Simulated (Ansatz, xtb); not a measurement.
# BGeH7OSi: which of two isomers lies lower

We compare X, `B[Si@@H](O)[GeH3]`, a singlet, with Y, `[BH2][GeH2][SiH2]O`, a singlet. Both are isolated molecules in the gas phase, relaxed with B3LYP-D3(BJ)/def2-SVP; the shapes shown needn't be the lowest conformers.

X (Å):

```xyz
11

B     0.0841    2.9509   -0.1568
Ge    1.2415   -0.3356    0.1112
O     2.2758    2.0239   -2.0708
Si    0.8334    1.5505   -1.3499
H    -1.0303    2.7975    0.2812
H     0.7295    3.8904    0.2338
H    -0.1498    1.0646   -2.3725
H     2.7304    1.3619   -2.6051
H     2.0604   -1.4026   -0.6555
H     2.0642    0.0669    1.3552
H    -0.0700   -0.9942    0.5931
```

Y (Å):

```xyz
11

B    -1.8659   -0.3852    0.8651
Ge    0.0369   -0.1298    0.1542
O     0.3109    3.0809    1.2050
Si    0.3465    2.2346   -0.2399
H    -2.1144   -0.1645    2.0252
H    -2.7772   -0.6614    0.1267
H     1.1249   -0.5407    1.1730
H     0.3134   -0.8664   -1.1771
H    -0.6966    2.7154   -1.1988
H     1.6885    2.4859   -0.8277
H    -0.4361    2.9177    1.7921
```

Quicker runs give these differences E(Y) − E(X): GFN2-xTB −5.4 kcal/mol; HF/STO-3G −3.5 kcal/mol (at GFN2-xTB geometries); r2SCAN-D4/def2-SVP −2.0 kcal/mol (at GFN2-xTB geometries).

Question: Estimate E(Y) − E(X) at the level CCSD(T)/def2-SVP + ΔMP2/def2-TZVPP.

Answer: Calculated at CCSD(T)/def2-SVP + ΔMP2/def2-TZVPP: E(Y) − E(X) = −2.9 kcal/mol, so structure Y lies lower.

Level by level:

| level | geometry | E(Y) − E(X) (kcal/mol) | departure from the last row (kcal/mol) | job, with rough time for the two |
| --- | --- | --- | --- | --- |
| GFN2-xTB | GFN2-xTB | −5.4 | −2.5 | optimisation, 0.19 s |
| HF/STO-3G | GFN2-xTB | −3.5 | −0.6 | single point, 0.42 s |
| r2SCAN-D4/def2-SVP | GFN2-xTB | −2.0 | +0.9 | single point, 2.7 s |
| B3LYP-D3(BJ)/def2-SVP | B3LYP-D3(BJ)/def2-SVP | −1.4 | +1.5 | optimisation, 61 s |
| HF/def2-SVP | B3LYP-D3(BJ)/def2-SVP | −1.9 | +1.0 | part of the CCSD(T) run |
| MP2/def2-SVP | B3LYP-D3(BJ)/def2-SVP | −2.5 | +0.4 | part of the CCSD(T) run |
| CCSD(T)/def2-SVP | B3LYP-D3(BJ)/def2-SVP | −1.9 | +1.0 | single point |
| CCSD(T)/def2-SVP + ΔMP2/def2-TZVPP | B3LYP-D3(BJ)/def2-SVP | −2.9 |  | single point, 26 s |

As drawn, Y has 1 B–Ge, 1 Si–H in place of 1 B–Si, 1 Ge–H.

None of the levels shown reverses the order. The largest departure from CCSD(T)/def2-SVP + ΔMP2/def2-TZVPP is that of GFN2-xTB, 2.5 kcal/mol. The last row adds to CCSD(T) the change of the MP2 difference between the two basis sets, here −1.0 kcal/mol.

With thermal terms from frequencies at re-optimised GFN2-xTB minima (ideal gas, soft modes damped towards free rotors, one conformer each, 298.15 K, 1 atm): on the last row, ΔE + ΔZPE = −2.3, ΔH = −2.4, ΔG = −2.2 kcal/mol.

The correlated steps freeze 16 core orbitals; the filled d shell of Ge is correlated, in a basis made for valence electrons. Mirror images aren't counted in ΔG. Run with Ansatz 0.2.0, xtb 6.7.1; the last row on 2 threads of Intel(R) Xeon(R) 6975P-C (Granite Rapids) on a shared host.
